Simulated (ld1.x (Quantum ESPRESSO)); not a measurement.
# Dy PAW: all-electron and pseudo phase curves

```json
{
 "Element": "dysprosium",
 "Generator": "ld1.x (Quantum ESPRESSO) 7.5",
 "Type": "PAW",
 "Functional": "PBEsol",
 "Relativity": "scalar-relativistic",
 "Frozen core": "[Kr] 4d10",
 "Valence charge": "20",
 "Reference configuration": "4f10 5s2 5p6 5d0 6s0 6p0 (charge +2)",
 "Partial waves": "5s (bound): rcut 1.65, rcutus 2.00 bohr; 6s (bound, empty): rcut 1.65, rcutus 2.00 bohr; 5p (bound): rcut 2.30, rcutus 3.25 bohr; 6p (bound, empty): rcut 2.30, rcutus 3.25 bohr; 5d (bound, empty): rcut 2.80, rcutus 3.20 bohr; 5d channel at 1.7 Ry: rcut 2.80, rcutus 3.20 bohr; 4f (bound): rcut 1.40, rcutus 1.65 bohr; 4f channel at -0.65 Ry: rcut 1.40, rcutus 1.65 bohr",
 "Local potential": "all-electron potential smoothed inside 2.30 bohr (lloc = -1)",
 "Core correction": "Bessel-smoothed model core inside 1.40 bohr",
 "Augmentation charge": "PSQ, inside the norm-conserving radii"
}
```

The phase is arctan(r·u′/u) with u = r·R(r), unwrapped; energies in Ry, scanned from -7 to 5 Ry. A pole is an energy at which the radial function vanishes at the test radius. The pseudo phase is shifted by a multiple of π to meet the all-electron one at the reference energy, and phase errors are pseudo minus all-electron; the curves can meet again beyond the range given. Levels narrower than the energy grid can be missing from the lists of poles.

```
channel  radius (bohr)  reference energy (Ry)  poles, all-electron      poles, pseudo  unbroken range about the reference energy with phases within 0.05 rad  phase error 1 Ry above the reference energy (rad)
      s           3.55                  -1.05         -4.62, -0.01       -4.62, -0.01                                                            -1.2 to 2.0                                             +0.000
      p           3.55                  -0.73          -2.87, 0.94  -2.87, 0.77, 4.68                                                              below 1.2                                             -0.016
      d           3.55                  -0.99          -0.71, 2.71        -0.71, 2.67                                                              below 3.9                                             -0.007
      f           3.55                  -1.26          -1.24, 1.44        -1.24, 1.44                                                              below 2.9                                             +0.000
```

The ghost test of this file was not conclusive. Its overlap operator is not positive definite in a basis up to 400 Ry (lowest eigenvalue s -0.21), so the file is unfit for use: the generalised eigenproblem breaks down once the basis is large enough, and its test numbers describe a broken file.

Phases in the s channel:

```csv
E (Ry),all-electron,pseudo
-7.00,1.451,1.451
-6.74,1.448,1.448
-6.48,1.445,1.445
-6.22,1.442,1.442
-5.96,1.438,1.438
-5.70,1.433,1.433
-5.44,1.429,1.429
-5.18,1.423,1.423
-4.92,1.415,1.415
-4.66,1.345,1.345
-4.40,-1.729,-1.728
-4.14,-1.739,-1.739
-3.88,-1.749,-1.749
-3.62,-1.760,-1.760
-3.36,-1.774,-1.774
-3.10,-1.790,-1.790
-2.84,-1.810,-1.810
-2.58,-1.837,-1.837
-2.32,-1.874,-1.874
-2.06,-1.931,-1.930
-1.80,-2.028,-2.028
-1.54,-2.236,-2.235
-1.28,-2.835,-2.833
-1.02,-3.925,-3.925
-0.76,-4.392,-4.393
-0.50,-4.567,-4.567
-0.24,-4.659,-4.659
0.02,-4.718,-4.718
0.28,-4.764,-4.764
0.54,-4.806,-4.805
0.80,-4.848,-4.847
1.06,-4.897,-4.896
1.32,-4.963,-4.960
1.58,-5.067,-5.060
1.84,-5.268,-5.249
2.10,-5.786,-5.717
2.36,-6.789,-6.692
2.62,-7.331,-7.288
2.88,-7.538,-7.515
3.14,-7.640,-7.625
3.40,-7.702,-7.690
3.66,-7.743,-7.733
3.92,-7.774,-7.765
4.18,-7.798,-7.789
4.44,-7.818,-7.809
4.70,-7.835,-7.827
4.96,-7.850,-7.842
```
